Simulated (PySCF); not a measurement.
PySCF 2.14 output of an unrestricted PBE0 calculation on a single atom or ion in x2c-TZVPPall with one added diffuse shell each of s, p, d, f type (7s6p5d3f1g, 80 functions), with scalar relativity by spin-free X2C-1e:

```
SCF conv_tol = 1e-09
number electrons alpha = 16  beta = 10
    C. Adamo and V. Barone.,  J. Chem. Phys. 110, 6158 (1999)
    M. Ernzerhof and G. E. Scuseria.,  J. Chem. Phys. 110, 5029 (1999)
cycle= 1 E= -1272.07345772065  delta_E= -0.00654  |g|= 0.0333  |ddm|= 0.382
cycle= 2 E= -1272.0735373246  delta_E= -7.96e-05  |g|= 0.0268  |ddm|= 0.119
cycle= 3 E= -1272.07366841884  delta_E= -0.000131  |g|= 0.00215  |ddm|= 0.0161
cycle= 4 E= -1272.07366971939  delta_E= -1.3e-06  |g|= 8.84e-05  |ddm|= 0.0179
cycle= 5 E= -1272.07366975342  delta_E= -3.4e-08  |g|= 1.66e-05  |ddm|= 0.00417
cycle= 6 E= -1272.07366975564  delta_E= -2.22e-09  |g|= 1.29e-06  |ddm|= 0.00132
cycle= 7 E= -1272.07366975565  delta_E= -7.73e-12  |g|= 6.99e-08  |ddm|= 8.11e-05
converged SCF energy = -1272.07366975565  <S^2> = 12.003405  2S+1 = 7.0009728
```

The run itself started from symmetry-adapted Hartree-Fock orbitals and held the occupation by maximum overlap, on a logarithmic radial grid, so the iterations belong to that start.

**Question.** Which element, charge and spin multiplicity is this?

**Answer.** Fe (iron, neutral), multiplicity 7; the state was [Ar] 3d5 4s2 5s1, high-spin 7S determinant (an excited configuration).

The outer electron is Rydberg-like, and this basis confines it to a smaller radius and binds it less than a complete one would.
